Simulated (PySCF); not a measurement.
# One molecule, several mistakes: AlCH6N

All numbers below are calculated, not measured. The program is PySCF 2.14.0, an open-source quantum chemistry code, run on an isolated molecule that a program drew, which may never have been made. The molecule is AlCH6N (charge 0, singlet), drawn as the SMILES string `C[NH][AlH2]`.

Each row is a Hartree-Fock (HF) and frozen-core CCSD(T) single point in the cc-pV(D+d)Z basis, meant for a local HF minimum. Run 1 is clean. Each other run has one planted mistake out of seven kinds, and not every kind appears here: one electron removed, one electron added, multiplicity raised by two, geometry at a saddle point, minimal basis STO-3G, one bond length entered in bohr, all coordinates scaled. The reference is restricted for singlets and unrestricted otherwise, and also for a bond in bohr. Adding or removing an electron swaps singlet and doublet. Electrons count all cores. HOMO and LUMO are orbital energies over both spins, the gradient is its largest component, and the lowest frequency (negative if imaginary) is given only where the gradient is small. Bond lengths are over the 8 bonds as drawn. T1 is the CCSD diagnostic: over 0.02 (restricted) or 0.045 (unrestricted) a single reference is doubtful.

Geometry of the clean run:
```xyz
9
AlCH6N, angstrom
C    -2.4231    0.3544    1.2454
N    -1.8325   -0.8096    0.6113
Al   -0.3538   -1.6848    1.0185
H    -3.4251    0.1479    1.6360
H    -2.5036    1.2029    0.5578
H    -1.8063    0.6755    2.0868
H    -2.3859   -1.1216   -0.1665
H     0.0341   -2.9317    0.1304
H     0.5107   -1.1879    2.2428
```

```
run,electrons,basis functions,<S^2>,HOMO (eV),LUMO (eV),gradient (hartree/bohr),lowest frequency (cm^-1),mean bond (Å),longest bond (Å),T1,HF (hartree),CCSD(T) (hartree),mistake
1,32,81,0.000,-9.98,2.10,1.9e-05,180,1.3327,1.766,0.0139,-337.74848,-338.18932,no fault
2,33,81,0.765,1.33,8.20,3.3e-02,-,1.3327,1.766,0.0126,-337.68503,-338.13690,one electron added
3,32,81,2.033,-4.23,-0.26,9.6e-02,-,1.3327,1.766,0.0153,-337.60298,-338.01485,multiplicity raised by two
4,31,81,0.761,-16.60,-6.15,8.3e-02,-,1.3327,1.766,0.0178,-337.46380,-337.86163,one electron removed
5,32,25,0.000,-7.17,9.73,4.1e-02,-,1.3327,1.766,0.0150,-333.66385,-333.83857,?
6,32,81,0.000,-10.04,2.16,1.6e-02,-,1.3060,1.731,0.0132,-337.74515,-338.18297,?
```

**Which mistake was planted in run 5, and what did it cost?**

It has 25 basis functions where the clean run has 81, with the same electrons and geometry. So the mistake is: minimal basis STO-3G. Subtracting run 1 and multiplying by 627.51 kcal/mol a hartree, the energy moved by 2563.1 kcal/mol in HF and 2730.1 kcal/mol in CCSD(T).

**Which mistake was planted in run 6, and what did it cost?**

The mean and the longest bond both change by the same factor, 0.980, and the gradient is no longer small. So the mistake is: all coordinates scaled. Subtracting run 1 and multiplying by 627.51 kcal/mol a hartree, the energy moved by 2.1 kcal/mol in HF and 4.0 kcal/mol in CCSD(T).

Cautions from the logs. Run 2: the HOMO is above zero, so the electron isn't bound and the energy depends on the basis.
